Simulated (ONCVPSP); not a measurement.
**Scattering properties, ONCV potential for N**

ONCVPSP 4.0.1 input, shortened (lines: element, Z, core and valence counts, functional; n l f; lmax; l rc ep ncon nbas qcut; lloc lpopt rc5 dvloc0; l nproj debl; icmod fcfact rcfact), BLYP, scalar-relativistic:

```
  N 7.00    1    2  -106131      upf
    1    0    2.00
    2    0    1.50
    2    1    3.50
    2
    0    1.00    0.00    4    8    5.60
    1    2.60    0.00    4    7    6.20
    2    2.30    0.30    4    8    3.70
    4    5    1.00    6.00
    0    1    3.60
    1    2    2.30
    2    1    2.20
    0    0.00    0.00
```

The phase is arctan(r·R′/R) of the radial function R(r), unwrapped; energies in Ha, scanned from -2 to 5 Ha. A pole is an energy at which the radial function vanishes at the test radius. The pseudo phase is shifted by a multiple of π to meet the all-electron one at the reference energy, and phase errors are pseudo minus all-electron; the curves can meet again beyond the range given. Levels narrower than the energy grid can be missing from the lists of poles.

| channel | radius (bohr) | reference energy (Ha) | poles, all-electron | poles, pseudo | unbroken range about the reference energy with phases within 0.05 rad | phase error 1 Ha above the reference energy (rad) |
| --- | --- | --- | --- | --- | --- | --- |
| s | 1.01 | -0.69 | 4.63 | 3.89 | below 4.2 | -0.004 |
| p | 2.64 | -0.27 | -0.15, 2.02 | -0.15, 2.02 | below 3.2 | +0.025 |
| d | 2.33 | 0.30 | 1.96 | 2.02 | below 2.6 | +0.006 |

Phases in the p channel:

```
E (Ha)  all-electron  pseudo
 -1.98         1.330   1.331
 -1.80         1.315   1.315
 -1.62         1.296   1.296
 -1.44         1.272   1.272
 -1.26         1.241   1.241
 -1.08         1.198   1.198
 -0.90         1.132   1.133
 -0.72         1.015   1.016
 -0.54         0.715   0.718
 -0.36        -0.540  -0.539
 -0.18        -1.502  -1.501
  0.00        -1.788  -1.786
  0.18        -2.007  -2.001
  0.36        -2.328  -2.312
  0.54        -2.954  -2.921
  0.72        -3.738  -3.711
  0.90        -4.168  -4.156
  1.08        -4.374  -4.368
  1.26        -4.490  -4.487
  1.44        -4.566  -4.564
  1.62        -4.621  -4.620
  1.80        -4.665  -4.665
  1.98        -4.703  -4.703
  2.16        -4.739  -4.739
  2.34        -4.775  -4.774
  2.52        -4.815  -4.813
  2.70        -4.863  -4.859
  2.88        -4.929  -4.919
  3.06        -5.034  -5.008
  3.24        -5.240  -5.163
  3.42        -5.776  -5.503
  3.60        -6.791  -6.296
  3.78        -7.317  -7.064
  3.96        -7.518  -7.386
  4.14        -7.618  -7.533
  4.32        -7.679  -7.616
  4.50        -7.721  -7.669
  4.68        -7.752  -7.707
  4.86        -7.776  -7.735
```
